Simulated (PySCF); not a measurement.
# Correlation energy of S²⁺ (sulfur, charge +2)

[Ne] 3s2 3p2, high-spin 3P determinant. Computed with PySCF 2.14 in x2c-QZVPPall with one added diffuse shell each of s, p, d, f type (10s7p5d3f1g, 86 functions), with scalar relativity by spin-free X2C-1e. Frozen: [Ne]; 4 electrons correlated.

```tsv
level	correlation energy (mhartree)
CCSD	-92.92
(T)	-2.51
CCSD(T)	-95.43
```

Diagnostics: T1 = 0.0088, D1 = 0.0220, largest double amplitude 0.103.

**Question.** Is a single reference adequate?

**Answer.** Mostly. T1 lies below 0.03, but a double amplitude of this size points to a near-degeneracy that CCSD handles and MP2 describes poorly.
